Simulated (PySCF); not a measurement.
C3H3ClF2, SMILES FC(F)/C=C/Cl. Atoms are numbered in the order given.

```xyz
9

F     -1.9146    -1.5166     0.5855
C     -1.3420    -0.3066     0.8408
F     -2.0090     0.6340     0.1202
C      0.1108    -0.3446     0.4763
C      0.6501     0.5202    -0.3823
Cl     2.3248     0.5078    -0.8213
H     -1.5006    -0.0864     1.9132
H      0.7091    -1.1214     0.9596
H      0.0679     1.3032    -0.8713
```
Charge 0, spin multiplicity 1.

Geometry: B3LYP-D3(BJ)/def2-SVP. The values are those of a single conformer.

All values below come from TDDFT-B3LYP/def2-SVPD in PySCF 2.14.0.

Vertical excitations. 

Computed lowest excited states:
```
state  energy (eV)  λ (nm)      f                            main pairs
-----  -----------  ------  -----  ------------------------------------
S1            6.44     193  0.315                        HOMO→LUMO 88 %
S2            6.57     189  0.009                      HOMO−1→LUMO 95 %
S3            6.65     186  0.017                      HOMO→LUMO+1 91 %
S4            7.49     166  0.000                      HOMO→LUMO+2 94 %
S5            7.63     163  0.002                      HOMO−2→LUMO 96 %
S6            7.71     161  0.002                      HOMO→LUMO+3 94 %
S7            7.86     158  0.002                    HOMO−1→LUMO+1 94 %
S8            8.16     152  0.007                      HOMO→LUMO+4 95 %
S9            8.67     143  0.005  HOMO−1→LUMO+2 49 %, HOMO−3→LUMO 36 %
S10           8.72     142  0.007    HOMO→LUMO+5 78 %, HOMO→LUMO+6 18 %
T1            4.09     303      0                        HOMO→LUMO 93 %
T2            6.19     200      0                      HOMO→LUMO+1 91 %
T3            6.41     193      0                      HOMO−1→LUMO 98 %
T4            7.14     174      0                    HOMO−1→LUMO+1 86 %
```
Triplets are in the Tamm–Dancoff approximation, which puts them higher than full response would, so one can lie above its singlet here.
